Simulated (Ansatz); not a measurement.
`O=c1ccocc1`: measurement beside calculation (Ansatz, PBE0-D4/def2-TZVP geometry).

Z-matrix (Å, degrees):
```
C
C 1 1.460
C 1 1.460 2 112.6
O 1 1.218 2 123.7 3 -180.0
C 2 1.338 1 121.0 3 -0.0
H 2 1.082 1 119.1 3 180.0
C 3 1.338 1 121.0 2 0.0
H 3 1.082 1 119.1 2 -180.0
O 5 1.346 2 123.8 1 0.0
H 5 1.082 2 124.9 1 180.0
H 7 1.082 3 124.9 1 180.0
```

Measured: 0.19544 cm⁻¹ (A, S0 ground state, microwave spectroscopy); 0.090566 cm⁻¹ (B, S0 ground state, microwave spectroscopy); 0.061895 cm⁻¹ (C, S0 ground state, microwave spectroscopy). Source: Jet-Cooled Phosphorescence Excitation Spectrum of the T1(n,π*) ← S0 Transition of 4H-Pyran-4-one, 2023 (pmc:10150392).

```tsv
constant	measured (MHz)	computed (MHz)	error (%)
A	5859	5951	1.6
B	2715	2741	0.9
C	1856	1877	1.1
```

Computed constants are equilibrium values for the main isotopes; measured ground-state ones include zero-point motion, which usually lowers them by up to about 1 %.

Measured: 123.0 ± 1 cm⁻¹ (T1(n,pi*) nu18 (b1) out-of-plane ring bend fundamental, phosphorescence excitation spectroscopy); 206.2 ± 1 cm⁻¹ (T1(n,pi*) nu17 (b1) out-of-plane C=O wag fundamental, phosphorescence excitation spectroscopy); 531.6 ± 1 cm⁻¹ (T1(n,pi*) nu16 (b1) ring inversion fundamental, phosphorescence excitation spectroscopy); 602.9 ± 1 cm⁻¹ (T1(n,pi*) nu15 (b1) out-of-plane C-H wag fundamental, phosphorescence excitation spectroscopy); 407 ± 5 cm⁻¹ (T1(n,pi*) nu13 (a2) ring twist fundamental, from sequence band plus ground-state fundamental, phosphorescence excitation spectroscopy); 331 ± 5 cm⁻¹ (T1(n,pi*) nu27 (b2) in-plane C=O wag fundamental, from sequence band plus ground-state fundamental, phosphorescence excitation spectroscopy); 663 ± 5 cm⁻¹ (T1(n,pi*) nu26 (b2) in-plane ring bend fundamental, from sequence band plus ground-state fundamental, phosphorescence excitation spectroscopy); 463.3 ± 1 cm⁻¹ (T1(n,pi*) nu10 (a1) ring breathe fundamental, phosphorescence excitation spectroscopy); 786.3 ± 1 cm⁻¹ (T1(n,pi*) nu9 (a1) ring stretch fundamental, phosphorescence excitation spectroscopy); 894.8 ± 1 cm⁻¹ (T1(n,pi*) nu8 (a1) ring breathe fundamental, phosphorescence excitation spectroscopy); 148.76 cm⁻¹ (S0 nu18 (b1) out-of-plane ring bend fundamental, gas-phase infrared spectroscopy); 423.92 cm⁻¹ (S0 nu17 (b1) out-of-plane C=O wag fundamental, gas-phase infrared spectroscopy). Source: Jet-Cooled Phosphorescence Excitation Spectrum of the T1(n,π*) ← S0 Transition of 4H-Pyran-4-one, 2023 (pmc:10150392).

Harmonic PBE0-D4 wavenumbers (cm⁻¹, unscaled): 156, 404, 448, 459, 504, 649, 746, 827, 832, 876, 956, 980, 985, 1031, 1054, 1220, 1239, 1356, 1430, 1444, 1634, 1702, 1768, 3224, 3225, 3242, 3244. Fundamentals include anharmonicity and usually lie a few per cent under these; harmonic values from spectra compare directly.
